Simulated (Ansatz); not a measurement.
Molecule: GeF$_{2}$, net charge 0, singlet state. SMILES: [F][Ge][F]
Structure (B3LYP-D3(BJ)/def2-TZVP (Ansatz, a first-principles code) minimum search):
```
Ge
F 1 1.7583
F 1 1.7583 2 97.40
```

Quantity: atomisation energy, in kcal/mol. Set-up: no spin-orbit coupling; atomisation electronic, to ground-state atoms; no dispersion term unless named; six Cartesian d functions in 6-31G* and its kin unless marked 5d; open shells spin-unrestricted; LANL2DZ with its own core potentials from Na on; non-relativistic. First-principles rows: single points at B3LYP-D3(BJ) geometries (Ansatz).

```csv
level,program,atomisation energy (kcal/mol)
B3LYP/STO-3G,Ansatz,257.7
B3LYP/3-21G,Ansatz,255.4
B3LYP/LANL2DZ,Ansatz,227.9
B3LYP/6-31G,Ansatz,236.8
B3LYP/6-31G*,Ansatz,251.6
B3LYP/def2-SVP,Ansatz,252.6
B3LYP/6-31G* with LANL2DZ past Ar,Ansatz,244.6
B3LYP/def2-TZVPD,Ansatz,255.3
```

No value to compare with is used here. The 7 habitual levels span 227.9 (B3LYP/LANL2DZ) to 257.7 kcal/mol (B3LYP/STO-3G); B3LYP/def2-TZVPD gives 255.3.

The sets are all those run for this method; runs whose electronic state is in doubt are left out.
